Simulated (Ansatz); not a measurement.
Reaction (redistribution): `[NH2][Ti]([Cl])([Cl])[Cl]` + `FC1O[SiH2]O1` → `[F][Ti]([Cl])([Cl])[Cl]` + `NC1O[SiH2]O1`

Isolated molecules relaxed with PBE0-D4/def2-TZVP in Ansatz; ΔE leaves out vibrations. CBS: MP2 limit from def2 TZ/QZ plus the TZ coupled-cluster correction, frozen cores. Functionals use def2-TZVPP. For Ti outer-core shells are correlated without core-valence functions, which leaves a few kJ/mol of doubt a bond. Scalar relativity is left out up to krypton. Each species was taken in one conformer, which may not be the lowest.

CCSD(T)/CBS gives -78.4 kJ/mol.

Another level gave -91.8 kJ/mol. Which?
A. r2SCAN/def2-TZVPP
B. HF/def2-TZVPP
C. CCSD/def2-TZVPP
D. PBE0/def2-TZVPP

A. r2SCAN -91.8, PBE0 -86.7, CCSD/def2-TZVPP -80.2, HF/def2-TZVPP -76.0 kJ/mol.

Largest T1 diagnostic among the species: 0.025, so the coupled-cluster value is less sure than usual.

In def2-TZVPP, CCSD(T) changes the Hartree–Fock value by −5.3 kJ/mol (the triples alone add −1.0 kJ/mol) and MP2 by −4.9 kJ/mol. From PBE to PBE0 (25 % exact exchange), in def2-TZVPP and without D4, ΔE moves by +7.0 kJ/mol.
